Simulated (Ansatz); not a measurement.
AlnHm: binding per atom (eV) at several levels, gas phase, relaxed structures; Ansatz. Clusters are the lowest isomers that short searches found in that spin, judged at the geometry's level. Binding counts from free atoms in the multiplicity of their measured ground term, without zero-point energy. Singlets are spin-restricted. A dash marks a value that wasn't run or was left out as unsound. The structures are stationary points that may keep the symmetry of their start. Remarks come from the PBE and PBE0 runs and from stability tests at other levels; not every state was tested.

| species | state | geometry | PBE-D4/def2-TZVP | PBE-D4/def2-TZVPD | r2SCAN-D4/def2-TZVPD | PBE0-D4/def2-SVP | PBE0-D4/def2-TZVP | PBE0-D4/def2-TZVPD | remarks |
| --- | --- | --- | --- | --- | --- | --- | --- | --- | --- |
| Al2H2 | singlet | PBE-D4/def2-TZVP | 1.96 | 1.96 | 1.96 | 1.90 | 1.92 | 1.92 | – |
| Al3H2 | doublet | B3LYP-D4/def2-TZVP | 1.96 | 1.96 | 2.01 | 1.93 | 1.93 | 1.93 | – |
| Al4H | doublet | PBE0-D4/def2-SVP | 1.89 | 1.89 | 1.87 | 1.80 | 1.81 | 1.81 | – |
| Al3H3 | singlet | PBE-D4/def2-TZVP | 2.14 | 2.14 | 2.18 | 2.11 | 2.11 | 2.11 | restricted SCF unstable in HF |
| Al7H | singlet | B3LYP-D4/def2-SVP | 2.21 | 2.21 | – | 2.12 | 2.12 | 2.12 | restricted SCF unstable in HF |
